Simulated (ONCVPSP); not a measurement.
**Ranking ONCV potentials for fluorine (F)**

All share these settings but for the change named:

| Property | Result |
| --- | --- |
| Element | F |
| Generator | ONCVPSP 4.0.1 |
| Type | optimised norm-conserving Vanderbilt (ONCV) |
| Functional | LDA (Perdew-Zunger) |
| Relativity | scalar-relativistic |
| Frozen core | [He] |
| Valence charge | 7 |
| Reference configuration | 2s2 2p5 |
| Partial waves | 2s: rc 0.55 bohr, ncon 3, nbas 7, qcut 9.6 1/bohr, 1 projector; 2p: rc 1.15 bohr, ncon 4, nbas 7, qcut 9.9 1/bohr, 3 projectors, debl 0.4 Ha; d scattering state at 0.1 Ha: rc 1.25 bohr, ncon 5, nbas 9, qcut 7.4 1/bohr, 2 projectors, debl 0.3 Ha |
| Local potential | polynomial inside 0.45 bohr (lpopt 5, dvloc0 6 Ha) |
| Core correction | Teter function, fcfact 4.75, rcfact 1.4 |

In the p channel the program set the typed energies aside and used -0.415, 0.250, 0.650 Ha.

Test errors are all-electron minus pseudo excitation energies from the reference, over 2s2 2p4; 2s2 2p3; 2s2 2p2; 2s2 2p1. None of these files shows a bound ghost.

The base gives 1382.3 meV.

Of 6 variants that were run, those that failed, showed a ghost or another fault, or gave nearly equal values are left out.

Q: Rank these variants by their largest absolute test error, smallest first.
A. p: qcut 14.8
B. p: qcut 11.2
C. p: qcut 13

A: A (691.2 meV), C (876.2 meV), B (1121.1 meV).
